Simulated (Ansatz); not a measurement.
iodine (I2), singlet, geometry from GFN2-xTB (core potentials on I); Ansatz (a quantum-chemistry and plane-wave program) with B3LYP5/def2-SVP.

The Ansatz input:
Ansatz 0.2 input:
```yaml
crystal:
  periodic: [false, false, false]
  atoms:
    - {symbol: I, position_ang: [-0.00000000, -0.00000000, -1.33192124]}
    - {symbol: I, position_ang: [0.00000000, 0.00000000, 1.33192124]}
basis:
  gaussian:
    orbitals: def2-SVP
hamiltonian:
  xc: b3lyp5
accuracy: high
```

Write the output that Ansatz gives for this input, abridged.


```
Functional definition: B3LYP5
1218 factors; integrals over basis functions are off by at most 3.2e-9 eV
mean field evaluation 1: about -16201.8914 eV, gradient 4.4e0 eV
mean field evaluation 2: about -16201.9318 eV, gradient 2.5e0 eV
mean field evaluation 4: about -16201.9484 eV, gradient 7.5e-1 eV
mean field evaluation 8: about -16201.9773 eV, gradient 1.5e-2 eV
mean field evaluation 16: about -16201.9773 eV, gradient 8.1e-8 eV
mean field -16201.97734082 eV, -595.4116851804 hartree, gradient 3.5e-8 eV, S^2 0.000000; 0 other end points of the search recorded, 0 dependent functions left out
reference -16201.97736666 eV, -595.4116861302 hartree; 25, 25 occupied and 27, 27 virtual orbitals, 1218 factors
Total energy: -16201.97736666 eV, -595.4116861302 hartree
```
